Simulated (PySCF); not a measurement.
Gas-phase reaction: 4 ZrCl2(OH)2 ⇌ 2 ZrCl4.H2O + 2 ZrO2 + 4 H + O2, at 600 K and a standard pressure of 1 bar. Level: GFN2-xTB.

Method: PySCF energies (xtb for GFN2) plus ideal-gas RRHO corrections (1 bar). S°(298 K) at PBE0/def2-TZVP differs from the NASA 1993 table for ZrO2 (-6 J/mol/K); whether the harmonic model or the table's entry is off was not settled. Open shells (unrestricted): H (multiplicity 2), O2 (multiplicity 3); the rest are closed-shell singlets. GFN2 has no spin-polarisation term. Adducts (ZrCl4.H2O) have no counterpoise correction, and HF, PBE, BLYP, B3LYP and PBE0 lack dispersion. ZrCl2(OH)2, ZrCl4.H2O: computed as isolated molecules; such fragments, hydroxides, amides, oligomers or adducts are transient or little studied in the gas. The harmonic model lacks anharmonicity and excited electronic states, which grow with temperature; levels with a mode under 35 cm⁻¹ are left out. Soft modes under 120 cm⁻¹ make the harmonic entropy rough for ZrCl2(OH)2, ZrCl4.H2O.

```tsv
species	E (Ha)	H(600 K) − E (kJ/mol)	S°(600 K) (J/mol/K)
ZrCl2(OH)2	-20.07490	130.9	508.8
ZrCl4.H2O	-25.21104	146.8	565.9
ZrO2	-9.61051	37.6	306.8
H	-0.39348	12.5	129.3
O2	-7.90412	27.6	226.3
```
E: electronic energy; H − E holds the zero-point and thermal terms. 1 Ha = 2625.5 kJ/mol.

Work out ΔH°, ΔS°, ΔG° and log10 K from these numbers.

1. ΔE = 2×(-25.21104) + 2×(-9.61051) + 4×(-0.39348) + 1×(-7.90412) − 4×(-20.07490) = 1.17846 Ha = 3094.0 kJ.
2. Δ(H − E) = 2×(146.8) + 2×(37.6) + 4×(12.5) + 1×(27.6) − 4×(130.9) = -77.2 kJ, so ΔH° = 3016.8 kJ.
3. ΔS° = 2×(565.9) + 2×(306.8) + 4×(129.3) + 1×(226.3) − 4×(508.8) = 453.7 J/K; the number of gas molecules changes by +5.
4. ΔG° = ΔH° − TΔS° = 3016.8 − 600×(453.7)/1000 = 2744.6 kJ.
5. log10 K = −ΔG°/(RT ln 10) = -238.87, with RT ln 10 = 11.49 kJ/mol; at standard pressures the reactants are favoured.
6. A shift of 10 kJ in ΔE would move log10 K by 0.87 here.
For scale, ΔH°(298 K) is 3019 kJ at this level, 2531 kJ at ωB97M-V/def2-TZVP†, and runs from 2329 to 3019 kJ over the 17 levels computed († marks an energy on the PBE0/def2-TZVP geometry).
